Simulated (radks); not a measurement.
Results of a calculation; reference values are marked as such.
Problem. Species: Ba LIII. Configuration: [He] 2s2. Code: a radial shooting solver on a logarithmic mesh with Libxc functionals. Model: scalar-relativistic Kohn-Sham, PBE, spin-unpolarised, spherical densities, finite nucleus; Fermi nuclear charge, rms radius 4.8378 fm. Some entries of the table are withheld. Estimate them.

orbital,occ.,eigenvalue (hartree),r(max) (bohr)
1s,2,(1),0.01640
2s,2,-378.7812,(2)
2p,0,-362.0983,0.07117
3s,0,(3),0.2305

Solution. 
(1) 1s eigenvalue (hartree): -1564.634
(2) 2s r(max) (bohr): 0.08971
(3) 3s eigenvalue (hartree): -163.1188
